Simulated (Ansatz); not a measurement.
Ansatz results at the PBE0-D4/def2-TZVP geometry: ideal-gas entropy at 298 K and 1 bar (rigid rotor, harmonic PBE0-D4/def2-TZVP) 370 J/(mol·K); HOMO–LUMO gap (ωB97M-V/def2-TZVPP) 9.83 eV; LUMO energy (PBE/def2-TZVPP) -3.20 eV.

(1) Which molecule gave them?
A. `BB1OCN1[SiH3]`
B. `C=[C]1[CH2][GaH]1`
C. `OC1(O)N=C1F`
D. `[AlH]1[SiH2][SbH]1`

Answers

(1) A. The others give `C=[C]1[CH2][GaH]1`: 309, 8.20, -2.47; `OC1(O)N=C1F`: 314, 12.14, -1.45; `[AlH]1[SiH2][SbH]1`: 326, 7.51, -2.75.
